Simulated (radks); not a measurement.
The numbers below are computed, except where a source is named.
Coulomb parameter of the 4f shell of neutral terbium in the model configuration [Xe] 4f8 6s2 6p1, as a second difference U = [E(n + 0.5) + E(n - 0.5) - 2 E(n)] / (0.5)^2 with all orbitals relaxed. "Bare": the charge of the atom changes with n. "Screened": the 6p shell takes up the change at fixed total charge, which measures U(4f,4f) + U(6p,6p) - 2 U(4f,6p). Level of theory: scalar-relativistic Kohn-Sham, SCAN, spin-unpolarised, spherical densities, finite nucleus; meta-GGA in the generalised Kohn-Sham scheme; Fermi nuclear charge, rms radius 5.06 fm (a radial shooting solver on a logarithmic mesh with Libxc functionals).

case                  configuration  E - E(n) (eV)
start              [Xe] 4f8 6s2 6p1          0.000
bare +0.5        [Xe] 4f8.5 6s2 6p1         -4.367
bare -0.5        [Xe] 4f7.5 6s2 6p1          8.055
screened +0.5  [Xe] 4f8.5 6s2 6p0.5         -3.954
screened -0.5  [Xe] 4f7.5 6s2 6p1.5          6.201

U(bare) = 14.752 eV, U(screened by 6p) = 8.988 eV, against the Slater integral F0(4f,4f) = 30.443 eV with frozen orbitals. The step up makes a negative ion, whose loosely bound charge lowers the bare value.
